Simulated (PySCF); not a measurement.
[V(NH3)4]3+: V(III) (d2), charge +3. The structure is a model geometry with rigid ligands and bond lengths from ionic radii, not a minimum; coordination tetrahedral, point group Td, metal–donor distances 1.95 Å.

```
17

V     0.0000    0.0000    0.0000
N     1.1258    1.1258    1.1258
H     0.9665    0.9665    2.1206
H     2.1206    0.9665    0.9665
H     0.9665    2.1206    0.9665
N    -1.1258   -1.1258    1.1258
H    -0.9665   -0.9665    2.1206
H    -2.1206   -0.9665    0.9665
H    -0.9665   -2.1206    0.9665
N    -1.1258    1.1258   -1.1258
H    -0.9665    0.9665   -2.1206
H    -2.1206    0.9665   -0.9665
H    -0.9665    2.1206   -0.9665
N     1.1258   -1.1258   -1.1258
H     0.9665   -0.9665   -2.1206
H     2.1206   -0.9665   -0.9665
H     0.9665   -2.1206   -0.9665
```

Method (PySCF 2.14, density fitting): CASSCF(2,5) with orbitals averaged over all microstates of the shell, strongly contracted NEVPT2 on the averaged canonical orbitals; basis x2c-TZVPall on the metal, x2c-SVPall elsewhere; spin-free X2C; gas phase; spin-orbit coupling by state interaction with the mean-field operator over all roots.

(1) What is the ground state?

(2) List the excited states of the same spin.

(3) Which is the lowest state of another spin?

(4) Give the fitted ligand-field and repulsion parameters.

(5) What magnetic behaviour follows?

The geometry is a model, and the complex may not exist in this form. NEVPT2 on the d shell alone tends to put d–d bands too high for such charged or covalently bound ions.

The job took 16 s on one thread of AMD EPYC 9R14 (shared host), with 164 basis functions, launched as `OMP_NUM_THREADS=1 python lf_run.py task.json out`.

## Answers

(1) 3A2 (S = 1, orbital degeneracy 1), with 2.0 electrons in the lower (e-type) set and 0.0 in the upper (t2-type) set, by NEVPT2.

(2) By NEVPT2: 3T2 at 11751 cm⁻¹ (851 nm); 3T1 at 17938 cm⁻¹ (557 nm); 3T1 at 26835 cm⁻¹ (373 nm). The strongest, at 17938 cm⁻¹, has f = 2.2e-03.

(3) 1E at 12137 cm⁻¹ by NEVPT2; CASSCF alone puts it at 14355 cm⁻¹ above the same ground state.

(4) At CASSCF level (the NEVPT2 levels don't fit a ligand-field model well): orbital energies 0, 0, 10003, 10003, 10003 cm⁻¹; 10Dq = 10003 cm⁻¹; B = 855 cm⁻¹; C = 3501 cm⁻¹; B over its free-ion value at the same level 0.787; the fit misses the states by 619 cm⁻¹ rms, so splittings below that are unsure; ζ = 166 cm⁻¹ (free ion 209).

(5) The ground multiplet follows a spin Hamiltonian with S = 1, g = 1.950, 1.950, 1.950, D = 0 (spin-orbit part alone); the lowest levels hold 100 % of the spin-free ground state. μeff is 2.81 μB at 300 K and 2.76 μB at 10 K; the spin-only value is 2.83 μB.
